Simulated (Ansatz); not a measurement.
Program: Ansatz. Geometries: PBE0-D4/def2-TZVP. ΔE: electronic, gas phase. CBS: MP2 limit from def2 TZ/QZ plus the TZ coupled-cluster correction, frozen cores. This one scheme is used for every species. Functionals use def2-TZVPP. B3LYP here is the variant with VWN-RPA as its local correlation; programs differ in this. For Ge outer-core shells are correlated without core-valence functions, which leaves a few kJ/mol of doubt a bond. Scalar relativity is left out up to krypton. One conformer a species, not always the lowest.

Consider the formal exchange of groups at the Si–C bond: `F[SiH2]C(F)Cl` + `[AlH2][GeH3]` → `F[SiH2][AlH][GeH3]` + `FCCl`.

Q: Is it downhill or uphill in electronic energy at CCSD(T)/CBS, and by how much? (Best estimate.)

A: Computed: Downhill: ΔE = -0.17 eV.

Q: What do these levels give: PBE-D4, PBE0-D4, B3LYP-D4, ωB97X-V, ωB97M-V, r2SCAN, CCSD/def2-TZVPP, CCSD(T)/def2-TZVPP, MP2/def2-QZVPP, SCS-MP2/def2-QZVPP, HF/CBS(def2), MP2/CBS(def2)? (Estimate.)

A: The calculation gave: PBE-D4 -0.28, PBE0-D4 -0.28, B3LYP-D4 -0.17, ωB97X-V -0.16, ωB97M-V -0.09, r2SCAN -0.19, CCSD/def2-TZVPP -0.18, CCSD(T)/def2-TZVPP -0.17, MP2/def2-QZVPP -0.11, SCS-MP2/def2-QZVPP -0.11, HF/CBS(def2) -0.17, MP2/CBS(def2) -0.11 eV.

Largest T1 diagnostic among the species: 0.012.

The D4 term adds +0.04 eV with B3LYP and +0.02 eV with PBE0; it sums over pairs of atoms, weighted by their polarisabilities, and B3LYP, whose exchange is more repulsive, gets the larger term.
